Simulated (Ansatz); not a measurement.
The pair A = HCl (SMILES Cl) (first 2 atoms), B = GeH4 (SMILES [GeH4]); geometry from B3LYP-D3(BJ)/def2-TZVP.
(charge 0, multiplicity 1):
```json
[
 {"atom": "Cl", "x (Å)": "-0.8399", "y (Å)": "0.8249", "z (Å)": "-0.4813"},
 {"atom": "H", "x (Å)": "-1.0773", "y (Å)": "0.2103", "z (Å)": "0.6224"},
 {"atom": "Ge", "x (Å)": "0.2133", "y (Å)": "-0.0796", "z (Å)": "3.3787"},
 {"atom": "H", "x (Å)": "0.1856", "y (Å)": "1.4439", "z (Å)": "3.5504"},
 {"atom": "H", "x (Å)": "-0.9933", "y (Å)": "-0.5034", "z (Å)": "2.5156"},
 {"atom": "H", "x (Å)": "0.0983", "y (Å)": "-0.7720", "z (Å)": "4.7428"},
 {"atom": "H", "x (Å)": "1.5025", "y (Å)": "-0.5109", "z (Å)": "2.6693"}
]
```

Correlated levels freeze the cores. Filled d and f shells under p-block atoms count as core. MP2 and its Hartree–Fock in def2-QZVPPD are density fitted.

The values were computed with Ansatz (Gaussian orbitals). Values without a source in brackets are computed.

The counterpoise-corrected interaction energy is E(AB) − E(A in the pair's basis) − E(B in the pair's basis). Total energies (hartree):

```csv
level,AB,A in the pair's basis,B in the pair's basis
HF/def2-TZVPPD,-2537.7779140,-460.0998304,-2077.6794803
MP2/def2-TZVPPD,-2538.1256142,-460.3052836,-2077.8189386
HF/def2-QZVPPD,-2537.8324577,-460.1121539,-2077.7216621
MP2/def2-QZVPPD,-2538.2071584,-460.3361410,-2077.8693734
CCSD(T)/def2-TZVPPD,-2538.1864278,-460.3341011,-2077.8511701
```

**Question.** Work out the counterpoise-corrected interaction energy at the basis-set limit: extrapolate the MP2 correlation part as X⁻³, take Hartree–Fock from the larger set, and add the CCSD(T) − MP2 difference of def2-TZVPPD.

**Answer.** 
1. Differences (1 hartree = 627.509 kcal/mol): HF/def2-TZVPPD 0.876; MP2/def2-TZVPPD -0.873; HF/def2-QZVPPD 0.852; MP2/def2-QZVPPD -1.032; CCSD(T)/def2-TZVPPD -0.726.
2. Correlation parts, MP2 less HF: -1.750 in def2-TZVPPD (X = 3), -1.884 in def2-QZVPPD (X = 4).
3. Limit (4³·(-1.884) − 3³·(-1.750))/(4³ − 3³) = -1.982; with HF/def2-QZVPPD it gives -1.130.
4. CCSD(T) less MP2 in def2-TZVPPD: 0.148.
Result: -0.98 kcal/mol, against -0.87 at MP2/def2-TZVPPD. It is an estimate of this method's limit, not of the exact value.

Ansatz is a quantum-chemistry and plane-wave program.
